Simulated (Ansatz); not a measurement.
## Counterpoise correction, worked out

The pair of K⁺ (SMILES [K+], atom 1) and H₂O (SMILES O, atoms 2–4), both closed shells, in one local arrangement (a lower one may exist), relaxed at PBE0-D4/def2-TZVP:

```xyz
4
angstrom
K 0.2143 0.1503 -2.2487
O -0.0343 -0.0240 0.3596
H -0.8388 -0.1777 0.8655
H 0.6588 0.0513 1.0236
```

Computed with Ansatz 0.2.0 (basis: def2-TZVPPD); correlated methods freeze the cores. The outer core shell of Li, Na, Mg and K is correlated. The def2 sets are not built for correlating such inner shells, so the correlated values are less sure here.

CCSD(T) total energies in eV:

| system | geometry | basis functions | energy |
| --- | --- | --- | --- |
| pair | pair | all | -18382.33496 |
| K⁺ | as in the pair | all (partner as ghosts) | -16304.27753 |
| H₂O | as in the pair | all (partner as ghosts) | -2077.34036 |
| K⁺ | as in the pair | its own | -16304.24723 |
| H₂O | as in the pair | its own | -2077.33565 |
| K⁺ | free (PBE0-D4 minimum) | its own | -16304.24723 |
| H₂O | free (PBE0-D4 minimum) | its own | -2077.33568 |

Task: Work out the interaction energy with and without the counterpoise correction, the superposition error, and the binding energy from the relaxed fragments.

Result: Without correction: -18382.33496 − (-16304.24723) − (-2077.33565) = -0.75208 eV.
With correction (each fragment in the whole basis): -18382.33496 − (-16304.27753) − (-2077.34036) = -0.71707 eV = -16.54 kcal/mol.
The superposition error is the difference, 0.03501 eV, 5 % of the uncorrected value: each fragment borrows its partner's functions.
Deformation from the free shapes: 0.00000 eV for K⁺ and 0.00003 eV for H₂O.
Binding energy from relaxed fragments: -0.71707 + 0.00000 + 0.00003 = -0.71704 eV = -16.54 kcal/mol (electronic, without zero-point energy; negative means bound). For comparison, the corrected interaction energy by CCSD(T) at an estimated basis limit (MP2 extrapolated from triple and quadruple zeta, plus CCSD(T) − MP2 in triple zeta) is -0.760 eV; triple zeta with the correction binds less.

No T1 diagnostic of these runs exceeds 0.011.

For scale, one of the runs: CCSD(T)/def2-TZVPPD, 110 basis functions (an equivalent command: `ansatz run in.yaml --threads 2`). The run took about 3.1 s on 2 CPU threads (shared host).
